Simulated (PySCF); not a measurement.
## Bond curve of CaCl

Set-up: basis Ca x2c-TZVPPall, Cl x2c-TZVPPall; spin-free X2C with a Gaussian nucleus; PySCF 2.14. Energies in eV from Ca + Cl in their ground configurations at the same level. State: ²Σ⁺ (doublet), unpaired electrons σ ↑.

All columns are r²SCAN. A positive dipole means Ca(−)Cl(+).

```csv
R (Å),E (eV),μ (D),Mulliken charge on Ca (basis-dependent),HOMO (eV),LUMO (eV),Mayer bond order,⟨S²⟩
2.094,-3.772,-2.48,0.52,-3.55,-2.27,0.93,0.75
2.192,-4.253,-2.88,0.54,-3.66,-2.35,0.88,0.75
2.289,-4.514,-3.32,0.55,-3.77,-2.43,0.85,0.75
2.362,-4.605,-3.67,0.56,-3.86,-2.49,0.83,0.75
2.435,-4.630,-4.03,0.57,-3.94,-2.55,0.81,0.75
2.508,-4.604,-4.40,0.58,-4.02,-2.62,0.79,0.75
2.606,-4.511,-4.90,0.58,-4.13,-2.70,0.78,0.75
2.727,-4.334,-5.54,0.59,-4.26,-2.80,0.76,0.75
2.873,-4.070,-6.32,0.60,-4.41,-2.93,0.75,0.75
3.068,-3.684,-7.38,0.61,-4.59,-3.10,0.72,0.75
```

A fit through these points gives, at Re = 2.430 Å, μ = -4.01 D and dμ/dR = -4.96 D/Å; the reduced mass is 18.65 u.

Q: How strong is the fundamental in the double-harmonic approximation, I = 42.26·(dμ/dR)²/μred km/mol?

A: I = 42.26·(-4.96)²/18.65 = 55.7 km/mol at r²SCAN.

The state was picked by a PBE0 search and need not be the measured ground state.
